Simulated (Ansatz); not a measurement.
Process, species as SMILES: CC(F)(F)CO [2,2-difluoropropan-1-ol] + 4 C (CH4) -> 2 CC (C2H6) + 2 CF (CH3F) [fluoromethane] + CO (CH4O) [methanol]
Geometries: B3LYP-D3(BJ)/def2-TZVP minima from Ansatz (a quantum-chemistry and plane-wave program), one conformer each, not searched for the lowest.

Wanted: bond separation energy (electronic energy difference), in eV. Valence correlation only, unless marked. No spin-orbit coupling. Non-relativistic. CBS marks a two-point X^-3 extrapolation of the correlation energy; Hartree-Fock from the larger set. [CCSD(T)-MP2]/basis is that difference in the basis named.

```tsv
level	program	bond separation energy (eV)	minus last row
PBE0/def2-QZVPP	Ansatz	1.30	-0.10
B2GP-PLYP/def2-TZVPD	Ansatz	1.32	-0.08
B2PLYP-D4/def2-TZVPD	Ansatz + dftd4	1.33	-0.07
MP2/cc-pVDZ	Ansatz	1.54	0.14
CCSD/STO-3G	Ansatz	0.80	-0.60
RI-MP2/CBS(cc-pVTZ,cc-pVQZ)+[CCSD(T)-MP2]/cc-pVDZ	Ansatz	1.38	-0.02
RI-MP2/CBS(cc-pVTZ,cc-pVQZ)+[CCSD(T)-MP2]/cc-pVTZ	Ansatz	1.40	0.00
```
